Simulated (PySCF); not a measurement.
# What a mistake does to a calculation on Al2CH6N

All numbers below are calculated, not measured. They come from PySCF 2.14.0, an open-source quantum chemistry program, on an isolated molecule that a program drew, which may never have been made. The molecule is Al2CH6N (charge 0, doublet), drawn as the SMILES string `[NH2][Al][CH2][AlH2]`.

Each row is a Hartree-Fock (HF) and frozen-core CCSD(T) single point in the cc-pV(D+d)Z basis, meant for a local HF minimum. Run 1 is clean. Each other run has one planted mistake out of seven kinds, and not every kind appears here: one electron removed, one electron added, multiplicity raised by two, geometry at a saddle point, minimal basis STO-3G, one bond length entered in bohr, all coordinates scaled. The reference is restricted for singlets and unrestricted otherwise, and also for a bond in bohr. Adding or removing an electron swaps singlet and doublet. Electrons count all cores. HOMO and LUMO are orbital energies over both spins, the gradient is its largest component, and the lowest frequency (negative if imaginary) is given only where the gradient is small. Bond lengths are over the 9 bonds as drawn. T1 is the CCSD diagnostic: over 0.02 (restricted) or 0.045 (unrestricted) a single reference is doubtful.

Geometry of the clean run:
```xyz
10
Al2CH6N, angstrom
N    -0.6204    0.8383    0.6728
Al    0.9469    0.7566    1.5031
C     1.8720   -0.9870    1.5175
Al    2.1602   -1.8069   -0.2232
H    -1.1902    1.6610    0.6008
H    -1.1157    0.0588    0.2768
H     1.2127   -1.6394    2.1123
H     2.8180   -0.8719    2.0598
H     1.0264   -2.6988   -0.8824
H     3.5035   -1.5607   -1.0287
```

| run | electrons | basis functions | <S^2> | HOMO (eV) | LUMO (eV) | gradient (hartree/bohr) | lowest frequency (cm^-1) | mean bond (Å) | longest bond (Å) | T1 | HF (hartree) | CCSD(T) (hartree) | mistake |
|---|---|---|---|---|---|---|---|---|---|---|---|---|---|
| 1 | 45 | 104 | 0.754 | -7.76 | 1.34 | 1.6e-05 | 36 | 1.4526 | 1.974 | 0.0153 | -579.66084 | -580.15301 | no fault |
| 2 | 46 | 104 | 0.000 | -0.14 | 5.17 | 5.3e-02 | - | 1.4526 | 1.974 | 0.0249 | -579.63419 | -580.16417 | one electron added |
| 3 | 45 | 104 | 3.769 | -4.49 | -2.13 | 8.4e-02 | - | 1.4526 | 1.974 | 0.0359 | -579.48311 | -579.96467 | multiplicity raised by two |
| 4 | 45 | 104 | 0.756 | -7.89 | 1.15 | 2.6e-02 | - | 1.5048 | 2.045 | 0.0165 | -579.65078 | -580.14832 | all coordinates scaled |
| 5 | 45 | 34 | 0.754 | -4.24 | 7.64 | 3.9e-02 | - | 1.4526 | 1.974 | 0.0145 | -572.63903 | -572.83482 | minimal basis STO-3G |
| 6 | 45 | 104 | 1.532 | -7.51 | 1.06 | 8.5e-03 | - | 1.6094 | 2.997 | 0.0575 | -579.56011 | -580.04552 | ? |

**Which mistake was planted in run 6, and what did it cost?**

The mean bond changes by a factor of 1.108 and the longest by 1.518, so the molecule wasn't scaled as a whole. A length L in bohr read as angstrom grows by (1/0.5292 - 1) L = 0.890 L. The 9 bonds together grew by 9 x 0.1568 = 1.411 Å, which gives L = 1.586 Å. That is the length of one of the Al-H bonds, 1.586 Å in the clean geometry. So the mistake is: one bond length entered in bohr. Subtracting run 1 and multiplying by 627.51 kcal/mol a hartree, the energy moved by 63.2 kcal/mol in HF and 67.5 kcal/mol in CCSD(T).

Cautions from the logs. Run 2: T1 is over the limit, so its CCSD(T) energy is less reliable; run 6: T1 is over the limit, so its CCSD(T) energy is less reliable.
